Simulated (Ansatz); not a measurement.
A nudged elastic band was laid between two geometries of FH5Si2 + H2O (11 atoms, charge 0, multiplicity 1).

These are results of Ansatz 0.2.0, RKS BHLYP-D4/cc-pVDZ, not measurements.

```json
{"movable images": "9", "climbing image": "yes", "spring": "5.0 eV/Å²", "optimiser": "quadratic models (default)", "start path": "through a guess of the saddle point", "force threshold": "0.05 eV/Å", "iteration limit": "60", "end points": "relaxed"}
```

Image 0:

```xyz
11
Properties=species:S:1:pos:R:3
Si 0.078 -0.658 -1.019
F 0.679 0.764 -1.635
H 0.708 -1.724 -1.842
H -1.382 -0.676 -1.269
Si 0.684 -0.885 1.235
H -0.343 2.098 -0.465
O -1.035 1.900 0.170
H 0.438 0.351 2.010
H -0.110 -2.009 1.805
H 2.124 -1.252 1.315
H -1.842 2.091 -0.306
```

Image 10:

```xyz
11
Properties=species:S:1:pos:R:3
Si -0.716 -0.557 -0.715
F 0.977 2.118 0.517
H -0.282 -1.373 -1.881
H -2.127 -0.916 -0.407
Si 0.694 -0.841 1.138
H 0.369 1.948 -0.171
O -0.654 1.094 -1.149
H 0.221 -0.040 2.290
H 0.593 -2.288 1.485
H 2.099 -0.531 0.788
H -1.173 1.387 -1.896
```

Question: Which bonds break or form, and what moves?

Answer: Bonds broken: Si1–F2, H6–O7. Bonds formed: Si1–O7, F2–H6. FH5Si2 + H2O becomes FH + H6OSi2.

Question: Give the energies along the band, and the barrier.

Answer: The run converged. The highest image is number 4 of 0 to 10, 27.8 kcal/mol above the first end and 23.5 kcal/mol above the last; the last end lies 4.4 kcal/mol above the first. A vibrational analysis at the climbing image gives one clearly imaginary mode, 552i cm⁻¹: a first-order saddle point. The orbitals stay closed-shell, which can raise the energy where a bond breaks towards radicals; this wasn't checked here.

| image | path coordinate (Å) | energy (kcal/mol) | Si1–F2 (Å) | H6–O7 (Å) | Si1–O7 (Å) |
| --- | --- | --- | --- | --- | --- |
| 0 | 0.00 | 0.0 | 1.66 | 0.96 | 3.03 |
| 1 | 0.81 | 0.9 | 1.66 | 0.96 | 3.10 |
| 2 | 1.61 | 5.1 | 1.67 | 0.96 | 2.94 |
| 3 | 2.41 | 18.5 | 1.72 | 0.96 | 2.33 |
| 4 | 3.22 | 27.8 | 2.03 | 1.07 | 1.88 |
| 5 | 3.74 | 13.5 | 2.43 | 1.43 | 1.76 |
| 6 | 4.26 | 5.9 | 2.89 | 1.63 | 1.72 |
| 7 | 4.78 | 4.9 | 3.12 | 1.66 | 1.71 |
| 8 | 5.31 | 4.6 | 3.26 | 1.66 | 1.71 |
| 9 | 5.83 | 4.4 | 3.36 | 1.65 | 1.71 |
| 10 | 6.35 | 4.4 | 3.40 | 1.65 | 1.71 |

Question: What is the geometry of the highest image?

Answer: 
```xyz
11
Properties=species:S:1:pos:R:3
Si -0.366 -0.300 -0.664
F 1.115 1.088 -0.696
H 0.097 -0.697 -2.011
H -1.762 -0.866 -0.615
Si 0.725 -0.959 1.292
H -0.003 1.746 -0.681
O -1.029 1.457 -0.565
H 0.570 0.152 2.267
H 0.127 -2.189 1.881
H 2.167 -1.190 1.031
H -1.642 1.756 -1.239
```

Question: What are the harmonic wavenumbers there?

Answer: 552i, 113, 133, 159, 424, 440, 453, 520, 562, 599, 666, 730, 769, 887, 935, 970, 983, 1071, 1106, 1375, 2148, 2254, 2262, 2283, 2290, 2346, 3960 cm⁻¹.

Run time: 2.7 min on 2 threads of AMD EPYC 9R45 96-Core Processor (Zen 5), with other jobs on the host, peak memory 0.23 GiB.
